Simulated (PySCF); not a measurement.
**Iodine: a sound run and one with changed settings**

Sound run: I²⁺ [Kr] 4d10 5s2 5p3, I³⁺ [Kr] 4d10 5s2 5p2. Calculation: PySCF 2.14, in x2c-SVPall (6s5p3d, 36 functions); scalar relativity by spin-free X2C-1e. In the sound run the correlated levels freeze [Kr] 4d10. The sound run starts from symmetry-adapted Hartree-Fock orbitals and uses a fine grid where one is needed.

Changed run: initial guess sap, at most 50 SCF cycles.

```tsv
species	method	sound run (hartree)	changed run (hartree)	converged
I²⁺	UHF	-7110.89091	-7110.89091	yes
I²⁺	M06-2X	-7114.34788	-7114.34788	yes
I²⁺	CCSD(T)	-7110.94664	-7110.94664	yes
I³⁺	PBE	-7112.15703	-7112.15703	yes
I³⁺	MP2	-7109.82483	-7109.82483	yes
```

Here the plain start reaches the same solutions.
